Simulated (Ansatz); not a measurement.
Basis sets compared for Ga₄Sb₄H₁₄, a cluster cut from wurtzite GaSb (hydrogen-capped). Charge 0, multiplicity 1. Geometry PBE-D4/def2-SVP. Ansatz on 2 threads of AMD EPYC 7R13 on a shared host and a share (18 GiB) of an NVIDIA H100 80GB HBM3; times are rough, and most runs start from earlier orbitals.

```xyz
22

Ga   -0.3167   -1.0439   -2.8428
Sb   -0.5718   -2.5343   -0.5353
Ga    2.6332    1.4569   -0.4694
Sb    0.2388    1.2940   -1.6591
Sb    2.0914   -0.2699    1.6126
Ga   -0.2746   -1.4886    1.9128
Ga   -1.7929    2.4402   -0.3425
Sb   -1.9181    0.6183    1.7252
H     0.9595   -1.6664   -3.5313
H    -1.7805   -1.0645   -3.4325
H     0.4224   -3.9337   -0.5172
H    -2.0610   -3.3839   -0.4491
H     3.7431    0.6868   -1.2852
H     2.8265    2.8418    0.2622
H     0.4345    2.3438   -3.0074
H     3.2352   -1.5433    1.7450
H     2.4146    0.4091    3.1559
H    -0.4544   -2.4502    3.1487
H    -3.1667    2.2223   -1.0879
H    -1.3425    3.7669    0.3838
H    -3.4837   -0.0529    1.9383
H    -1.8363    1.3516    3.2753
```

In the def2 sets Sb takes a core potential; there is no spin–orbit coupling. Single mean-field runs in def2-TZVP are fitted with def2-universal-jkfit.

Binding counts from free atoms (Ga doublet, Sb quartet, H doublet) in the same basis, without a counterpoise term.

```json
{"level": "PBE-D4/def2-SVP", "functions": "302", "energy (Eh)": "-8666.7155", "HOMO (eV)": "-6.05", "LUMO (eV)": "-2.12", "binding per atom (eV)": "2.30", "wall time": "3 s"}
{"level": "PBE0-D4/def2-SVP", "functions": "302", "energy (Eh)": "-8666.9463", "HOMO (eV)": "-7.02", "LUMO (eV)": "-1.45", "binding per atom (eV)": "2.29", "wall time": "6 s"}
```

Estimate the rows for PBE-D4/def2-TZVP, PBE0-D4/def2-TZVP (with forces).


```tsv
level	functions	energy (Eh)	HOMO (eV)	LUMO (eV)	binding per atom (eV)	wall time
PBE-D4/def2-TZVP	476	-8667.7477	-6.10	-2.22	2.30	3.4 s
PBE0-D4/def2-TZVP (with forces)	476	-8667.9688	-7.04	-1.53	2.29	4.9 s
```
